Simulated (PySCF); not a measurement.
Ge(OH)(OMe)(NH2)2, SMILES [OH][Ge]([O]C)([NH2])[NH2] (CH8GeN2O2), PBE0/def2-SVP optimised geometry.

```
14

C     -1.79    -1.48     1.60
O     -0.49    -1.00     1.41
Ge    -0.09     0.01     0.00
N     -0.84     1.65     0.00
N      1.72     0.01     0.00
O     -0.75    -0.74    -1.46
H     -2.52    -0.66     1.77
H     -1.81    -2.13     2.48
H     -2.15    -2.06     0.73
H     -1.66     1.73    -0.59
H     -1.02     2.06     0.91
H      2.14    -0.47     0.80
H      2.15     0.91    -0.14
H     -0.10    -1.32    -1.87
```

Density from PBE0/def2-TZVP (PySCF) at that geometry.

Minimum of the electron density along straight lines between bonded atoms, close to the bond critical point (lines longer than 1.1 times the sum of covalent radii, or with two minima, are not listed):

```json
[
 {"bond": "C1–O2", "length / Å": "1.401", "ρ at the minimum / e bohr⁻³": "0.265", "∇²ρ there / e bohr⁻⁵": "(withheld)", "position (fraction from the first atom)": "0.35"},
 {"bond": "O2–Ge3", "length / Å": "1.778", "ρ at the minimum / e bohr⁻³": "0.144", "∇²ρ there / e bohr⁻⁵": "0.65", "position (fraction from the first atom)": "0.53"},
 {"bond": "Ge3–N4", "length / Å": "1.813", "ρ at the minimum / e bohr⁻³": "0.148", "∇²ρ there / e bohr⁻⁵": "0.46", "position (fraction from the first atom)": "0.47"},
 {"bond": "Ge3–N5", "length / Å": "1.807", "ρ at the minimum / e bohr⁻³": "0.150", "∇²ρ there / e bohr⁻⁵": "0.46", "position (fraction from the first atom)": "0.47"},
 {"bond": "Ge3–O6", "length / Å": "1.772", "ρ at the minimum / e bohr⁻³": "0.147", "∇²ρ there / e bohr⁻⁵": "0.66", "position (fraction from the first atom)": "0.47"},
 {"bond": "C1–H7", "length / Å": "1.108", "ρ at the minimum / e bohr⁻³": "0.274", "∇²ρ there / e bohr⁻⁵": "-0.93", "position (fraction from the first atom)": "0.64"},
 {"bond": "C1–H8", "length / Å": "1.102", "ρ at the minimum / e bohr⁻³": "0.278", "∇²ρ there / e bohr⁻⁵": "-0.97", "position (fraction from the first atom)": "0.65"},
 {"bond": "C1–H9", "length / Å": "1.105", "ρ at the minimum / e bohr⁻³": "0.276", "∇²ρ there / e bohr⁻⁵": "-0.95", "position (fraction from the first atom)": "0.65"},
 {"bond": "N4–H10", "length / Å": "1.016", "ρ at the minimum / e bohr⁻³": "0.330", "∇²ρ there / e bohr⁻⁵": "-1.61", "position (fraction from the first atom)": "0.74"},
 {"bond": "N4–H11", "length / Å": "1.015", "ρ at the minimum / e bohr⁻³": "0.331", "∇²ρ there / e bohr⁻⁵": "-1.60", "position (fraction from the first atom)": "0.74"},
 {"bond": "N5–H12", "length / Å": "1.016", "ρ at the minimum / e bohr⁻³": "0.331", "∇²ρ there / e bohr⁻⁵": "-1.61", "position (fraction from the first atom)": "0.74"},
 {"bond": "N5–H13", "length / Å": "1.015", "ρ at the minimum / e bohr⁻³": "0.331", "∇²ρ there / e bohr⁻⁵": "-1.60", "position (fraction from the first atom)": "0.74"},
 {"bond": "O6–H14", "length / Å": "0.964", "ρ at the minimum / e bohr⁻³": "0.355", "∇²ρ there / e bohr⁻⁵": "(withheld)", "position (fraction from the first atom)": "0.81"}
]
```

Problem. Complete the blanks.

Solution. 
- C1–O2, ∇²ρ there / e bohr⁻⁵: -0.55
- O6–H14, ∇²ρ there / e bohr⁻⁵: -2.39
